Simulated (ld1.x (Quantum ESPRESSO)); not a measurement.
**Ranking PAW potentials for O (Z = 8)**

All share these settings but for the change named:

| Item | Value |
| --- | --- |
| Element | oxygen |
| Generator | ld1.x (Quantum ESPRESSO) 7.5 |
| Type | PAW |
| Functional | PBEsol |
| Relativity | scalar-relativistic |
| Frozen core | [He] |
| Valence charge | 6 |
| Reference configuration | 2s2 2p4 |
| Partial waves | 2s (bound): rcut 0.90, rcutus 1.00 bohr; 2s channel at -0.3 Ry: rcut 0.90, rcutus 1.00 bohr; 2p (bound): rcut 1.45, rcutus 1.80 bohr; 2p channel at 4.7 Ry: rcut 1.45, rcutus 1.80 bohr |
| Local potential | all-electron potential smoothed inside 0.90 bohr (lloc = -2) |
| Core correction | Bessel-smoothed model core inside 0.85 bohr |
| Augmentation charge | PSQ, inside the norm-conserving radii |

Cutoff: the first of the cutoffs (Ry, on a coarse ladder) from which the occupation-weighted sum of valence levels, in a spherical-Bessel basis at the reference potential, stays within 10 and 1 mRy of its value at 400 Ry; the density cutoff is not measured.

The base gives 25 Ry.

Of 7 variants that were run, those that failed, showed a ghost or another fault, or gave nearly equal values are left out.

(1) Rank these variants from softest to hardest (loose cutoff).
A. waves 2p (bound): rcut 1.45, rcutus 1.62 bohr; 2p channel at 4.7 Ry: rcut 1.45, rcutus 1.62 bohr
B. waves 2p (bound): rcut 1.16, rcutus 1.24 bohr; 2p channel at 4.7 Ry: rcut 1.16, rcutus 1.24 bohr
C. waves 2p (bound): rcut 1.45, rcutus 2.42 bohr; 2p channel at 4.7 Ry: rcut 1.45, rcutus 2.42 bohr
D. waves 2p (bound): rcut 1.45, rcutus 2.04 bohr; 2p channel at 4.7 Ry: rcut 1.45, rcutus 2.04 bohr
E. waves 2p (bound): rcut 1.32, rcutus 1.40 bohr; 2p channel at 4.7 Ry: rcut 1.32, rcutus 1.40 bohr

## Answers

(1) C (18 Ry), D (21 Ry), A (30 Ry), E (35 Ry), B (45 Ry).
